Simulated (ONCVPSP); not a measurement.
# Logarithmic derivatives: promethium, ONCV

Pm (Z = 61), optimised norm-conserving Vanderbilt (ONCV), made with ONCVPSP 4.0.1 (PBE, scalar-relativistic). Core [Kr] 4d10, reference 4f4 5s2 5p6 5d1 6s2. Waves: 5s+6s: rc 2.00 bohr, ncon 4, nbas 9, qcut 5.3 1/bohr, 2 projectors; 5p: rc 2.20 bohr, ncon 4, nbas 7, qcut 5.8 1/bohr, 2 projectors, debl 2.1 Ha; 5d: rc 3.60 bohr, ncon 5, nbas 10, qcut 4.1 1/bohr, 1 projector; 4f: rc 1.50 bohr, ncon 4, nbas 8, qcut 12.8 1/bohr, 2 projectors, debl 2.4 Ha. Local part: polynomial inside 1.40 bohr (lpopt 3, dvloc0 0 Ha). Core correction: Teter function fitted to the true core (icmod 2), fcfact 0.45.

The phase is arctan(r·R′/R) of the radial function R(r), unwrapped; energies in Ha, scanned from -3 to 5 Ha. A pole is an energy at which the radial function vanishes at the test radius. The pseudo phase is shifted by a multiple of π to meet the all-electron one at the reference energy, and phase errors are pseudo minus all-electron; the curves can meet again beyond the range given. Levels narrower than the energy grid can be missing from the lists of poles.

Problem. For each channel, where are the poles, and over which energies does the pseudopotential scatter like the atom?

Solution.

```json
{"channel": "s", "radius (bohr)": "2.03", "reference energy (Ha)": "-0.14", "poles, all-electron": "-1.12", "poles, pseudo": "-1.12, 3.52", "unbroken range about the reference energy with phases within 0.05 rad": "below 3.2", "phase error 1 Ha above the reference energy (rad)": "-0.001"}
{"channel": "p", "radius (bohr)": "2.23", "reference energy (Ha)": "-0.93", "poles, all-electron": "-0.41", "poles, pseudo": "-0.41, 4.78", "unbroken range about the reference energy with phases within 0.05 rad": "the whole range", "phase error 1 Ha above the reference energy (rad)": "-0.000"}
{"channel": "d", "radius (bohr)": "3.64", "reference energy (Ha)": "-0.10", "poles, all-electron": "0.05, 1.70, 4.37", "poles, pseudo": "0.05, 1.77, 4.11", "unbroken range about the reference energy with phases within 0.05 rad": "below 0.5", "phase error 1 Ha above the reference energy (rad)": "+0.035"}
{"channel": "f", "radius (bohr)": "1.52", "reference energy (Ha)": "-0.27", "poles, all-electron": "0.18", "poles, pseudo": "0.18", "unbroken range about the reference energy with phases within 0.05 rad": "the whole range", "phase error 1 Ha above the reference energy (rad)": "+0.000"}
```

Note: no bound ghost flagged; GHOST(+) flagged for s at 99.9 eV.

Phases in the f channel:

```
E (Ha)  all-electron  pseudo
 -2.98         1.214   1.214
 -2.54         1.170   1.171
 -2.10         1.106   1.106
 -1.66         0.997   0.998
 -1.22         0.765   0.766
 -0.78         0.053   0.054
 -0.34        -1.099  -1.099
  0.10        -1.528  -1.528
  0.54        -1.722  -1.721
  0.98        -1.867  -1.867
  1.42        -2.025  -2.025
  1.86        -2.254  -2.254
  2.30        -2.649  -2.648
  2.74        -3.265  -3.264
  3.18        -3.821  -3.818
  3.62        -4.141  -4.137
  4.06        -4.318  -4.314
  4.50        -4.427  -4.423
  4.94        -4.502  -4.497
```
